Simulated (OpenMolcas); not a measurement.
# 3d2 along the 20-electron sequence

```json
{
 "Program": "OpenMolcas",
 "Method": "CASSCF",
 "Basis": "ANO-RCC-VTZP",
 "Scalar Hamiltonian": "DKH2, point nucleus",
 "Spin-orbit coupling": "RASSI with atomic mean-field integrals over the reference wave functions, term energies averaged over their components"
}
```

Active space for each ion: 2 electrons in 5 orbitals (3d).

Computed levels in cm-1 above 3F2:

```
                               Level   Ti2+    V3+   Cr4+   Mn5+   Co7+
                                 3F3    193    326    505    751   1370
                                 3F4    446    748   1153   1705   3071
                                 1D2  11380  13946  16467  18850  23133
                                 3P0  13576  16475  19268  21888  26485
                                 3P1  13642  16588  19446  22158  26992
                                 3P2  13783  16833  19840  22767  28183
                                 1G4  17668  21563  25363  28947  35367
                                 1S0  43264  52706  61845  70291  85114
weight of 3F in the lowest level (%)    100    100    100    100    100
```

Measured, with the error of the calculation in %. Measured levels: Ti2+ from Corliss and Sugar, J. Phys. Chem. Ref. Data 8, 1 (1979); V3+ from Sugar and Corliss, J. Phys. Chem. Ref. Data 7, 1191 (1978); Cr4+ from Sugar and Corliss, J. Phys. Chem. Ref. Data 6, 317 (1977); Mn5+ from Corliss and Sugar, J. Phys. Chem. Ref. Data 6, 1253 (1977); Co7+ from Sugar and Corliss, J. Phys. Chem. Ref. Data 10, 1097 (1981).

```
Level           Ti2+            V3+           Cr4+           Mn5+           Co7+
  3F3     185 (+4.5)     325 (+0.2)     508 (-0.6)     746 (+0.7)    1430 (-4.2)
  3F4     420 (+6.0)     735 (+1.8)    1142 (+1.0)    1669 (+2.1)    3144 (-2.3)
  1D2   8474 (+34.3)  10959 (+27.3)  13188 (+24.9)  15336 (+22.9)  19624 (+17.9)
  3P0  10538 (+28.8)                 15492 (+24.4)  17782 (+23.1)  22304 (+18.7)
  3P1  10604 (+28.7)  13239 (+25.3)  15677 (+24.0)  18057 (+22.7)  22839 (+18.2)
  3P2  10721 (+28.6)  13458 (+25.1)  16041 (+23.7)  18628 (+22.2)  24055 (+17.2)
  1G4  14398 (+22.7)  18391 (+17.2)  22019 (+15.2)  25511 (+13.5)   32360 (+9.3)
  1S0  32476 (+33.2)  42462 (+24.1)  51146 (+20.9)                 74247 (+14.6)
```

The fine-structure level 3F4 changes by a factor of 6.89 from Ti2+ to Co7+. Its fourth root runs 4.60, 5.23, 5.83, 6.43, 7.44, with steps per unit of Z of 0.63, 0.60, 0.60, 0.51; equal steps would mean a (Z - σ)^4 law with constant σ.

1D2 changes by a factor of 2.03 over the same range, with steps per unit of Z of +2570, +2520, +2380, +2140 cm-1.

Without dynamic correlation excited terms often stand tens of per cent too high (terms of higher spin than the ground term too low), and those without a measured partner can miss by more than the paired ones. Terms from blocks run as CI alone lack orbitals of their own. Computed and measured levels are paired by configuration, term and J; levels that our copy of the source lacks, or whose pairing is in doubt (as where it misses far off the trend of its configuration), stay unpaired and out of the deviations. Only configurations of the active space appear.
